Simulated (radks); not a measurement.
Initial-state core-level shifts of the sulfur ion S2+ when its valence configuration changes from [Ne] 3s2 3p2. All-electron calculation, scalar-relativistic Kohn-Sham, r2SCAN, spin-unpolarised, spherical densities, finite nucleus; meta-GGA in the generalised Kohn-Sham scheme; Fermi nuclear charge, rms radius 3.2611 fm. Program: a radial shooting solver on a logarithmic mesh with Libxc functionals. Shifts are changes of the shell-averaged eigenvalues in eV (positive: less bound); the change of the density at the nucleus, which sets a Mossbauer isomer shift, is in e/bohr^3, on a base of 2955.

[
 {"valence": "3p4", "1s": "-2.861", "2s": "-2.755", "2p": "-2.752", "density at nucleus": "-22.5134"},
 {"valence": "3s1 3p3", "1s": "-1.448", "2s": "-1.394", "2p": "-1.392", "density at nucleus": "-11.2040"},
 {"valence": "3s1.5 3p2.5", "1s": "-0.728", "2s": "-0.701", "2p": "-0.700", "density at nucleus": "-5.5889"},
 {"valence": "3s0.5 3p3.5", "1s": "-2.159", "2s": "-2.079", "2p": "-2.076", "density at nucleus": "-16.8450"}
]
